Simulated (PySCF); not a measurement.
## Exercise with solution: refractive index and permittivity of the vapour

Al(H)2(vinyl) (C₂H₅Al), SMILES C=[CH][AlH2].

The structure is a stationary point at PBE0-D3(BJ)/def2-TZVP.

PySCF with CAM-B3LYP/def2-TZVPD gives a mean static polarisability of 55.0 bohr³ and a dipole moment of 0.81 D. Take an ideal gas at 298.15 K and 1 bar, whether or not the substance is that volatile.

Task: Work out n − 1 in the optical limit and the static ε − 1.

Result: 
Polarisability volume α' = 55.0 × 0.148185 = 8.15 Å³. Number density N = p/kT = 2.43e-5 Å⁻³.
Dilute limit of Lorentz–Lorenz: n − 1 = 2π N α' = 0.0012.
Orientation term of Debye: μ²/(3kT) = 8.098 Å³ × μ²(D²) = 5.31 Å³.
ε − 1 = 4π N (α' + μ²/3kT) = 0.0041. Orientation of the dipole supplies 39 % of the static response; it can't follow optical fields. Vibrational polarisation and dispersion are left out.
